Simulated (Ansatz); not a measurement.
A series at Al: from `[Br][Al]([Br])[Br]`, ligands are replaced one by one, each step taking up H₂ and setting free HBr; n counts the steps. Ansatz, PBE0-D4/def2-TZVP geometries.

```csv
n,molecule,"HOMO energy, ωB97M-V/def2-TZVPP (eV)"
0,`[Br][Al]([Br])[Br]`,-10.82
1,`[Br][AlH][Br]`,-10.85
2,`[AlH2][Br]`,?
3,`[AlH3]`,-10.81
```

Task: By hand: fit a straight line y = ȳ + b (n − n̄) to the 3 given rows and predict n = 2.

Result: n̄ = 1.333, ȳ = -10.827; Σ(n − n̄)(y − ȳ) = 0.027, Σ(n − n̄)² = 4.667, so b = 0.006 eV a step. Prediction: -10.827 + (0.006) × (0.667) = -10.82 eV.

Task: By hand: compare with the computed value, -10.46 eV, and give the steps along the whole series.

Result: The line misses by 0.36 eV (computed minus predicted). Steps: -0.03, 0.39, -0.35 eV.

The steps change sign along the series, so a line is a poor guide. The highest orbital can change its character along such a series. The miss is 92.3 % of the series' range.

Spin–orbit coupling is left out; it splits and shifts lone-pair levels of the heavy atoms by tenths of an eV.
